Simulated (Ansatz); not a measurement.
The cluster Cu2S⁺. Total charge 1; doublet. Geometry PBE0-D4/def2-TZVP.

```xyz
3

Cu    0.726   -0.170    1.520
Cu   -1.412    0.192   -0.914
S     0.686   -0.023   -0.606
```

B3LYP takes the VWN-RPA correlation. No other spin state of charge 1 was run. The structure comes from a short search, and lower isomers may exist.

**Question.** Estimate the α-spin orbital energies around the gap (eV) in Ansatz with PBE-D4/def2-TZVP, r2SCAN-D4/def2-TZVP, B3LYP-D4/def2-TZVP, PBE0-D4/def2-TZVP, ωB97M-V/def2-TZVP.

**Answer.** 
```tsv
orbital	PBE-D4/def2-TZVP	r2SCAN-D4/def2-TZVP	B3LYP-D4/def2-TZVP	PBE0-D4/def2-TZVP	ωB97M-V/def2-TZVP
HOMO−5	-12.25	-12.32	-13.84	-14.08	-16.61
HOMO−4	-12.20	-12.26	-13.78	-14.02	-16.54
HOMO−3	-12.19	-12.26	-13.78	-14.02	-16.54
HOMO−2	-11.58	-11.73	-12.77	-13.01	-15.03
HOMO−1	-11.57	-11.57	-12.62	-12.75	-15.02
HOMO	-11.51	-11.50	-12.62	-12.75	-14.98
LUMO	-8.62	-8.22	-7.90	-7.41	-5.59
LUMO+1	-8.17	-7.75	-7.41	-6.90	-5.10
LUMO+2	-5.00	-4.62	-4.20	-3.81	-1.91
LUMO+3	-4.24	-3.81	-3.46	-3.03	-1.24
LUMO+4	-4.10	-3.68	-3.33	-2.92	-1.17
LUMO+5	-3.62	-3.11	-3.00	-2.58	-1.02
β HOMO	-11.39	-11.38	-12.44	-12.56	-14.73
β LUMO	-10.56	-10.20	-9.77	-9.34	-7.25
```
